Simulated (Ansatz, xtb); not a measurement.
## Relative energy of two isomers of C3H7B2F2N

We compare X, `NBC/C=C\B(F)F`, a singlet, with Y, `NBC/C=C/B(F)F`, a singlet. Both are isolated molecules in the gas phase, relaxed with PBE-D3(BJ)/def2-SVP, each in the lowest conformer that the search found.

Task: Estimate E(Y) − E(X) at the level CCSD(T)/def2-SVP + ΔMP2/def2-TZVPP.

Result: Too close to call at this level: CCSD(T)/def2-SVP + ΔMP2/def2-TZVPP gives E(Y) − E(X) = −2.41 kJ/mol.

How the difference moves with the method:

```tsv
level	geometry	E(Y) − E(X) (kJ/mol)	departure from the last row (kJ/mol)	job, with rough time for the two
GFN2-xTB	GFN2-xTB	+0.57	+2.98	optimisation, 0.41 s
HF/STO-3G	GFN2-xTB	−12.20	−9.79	single point, 0.3 s
r2SCAN-D4/def2-SVP	GFN2-xTB	+0.54	+2.95	single point, 3.3 s
PBE-D3(BJ)/def2-SVP	PBE-D3(BJ)/def2-SVP	+4.13	+6.54	optimisation, 34 s
HF/def2-SVP	PBE-D3(BJ)/def2-SVP	−10.39	−7.98	part of the CCSD(T) run
MP2/def2-SVP	PBE-D3(BJ)/def2-SVP	−0.56	+1.85	part of the CCSD(T) run
CCSD(T)/def2-SVP	PBE-D3(BJ)/def2-SVP	−1.09	+1.32	single point
CCSD(T)/def2-SVP + ΔMP2/def2-TZVPP	PBE-D3(BJ)/def2-SVP	−2.41		single point, 81 s
```

As drawn, both hold the same kinds of bond in the same numbers.

The largest departure from CCSD(T)/def2-SVP + ΔMP2/def2-TZVPP is that of HF/STO-3G, 9.79 kJ/mol. The last row adds to CCSD(T) the change of the MP2 difference between the two basis sets, here −1.32 kJ/mol.

With thermal terms from frequencies at re-optimised GFN2-xTB minima (ideal gas, soft modes damped towards free rotors, one conformer each, 298.15 K, 1 atm): on the last row, ΔE + ΔZPE = −2.66, ΔH = −2.18, ΔG = −4.17 kJ/mol.

The correlated steps freeze 8 core orbitals. Codes used: Ansatz 0.2.0, xtb 6.7.1; the last row on 4 threads of Arm Neoverse V2 on a shared host.
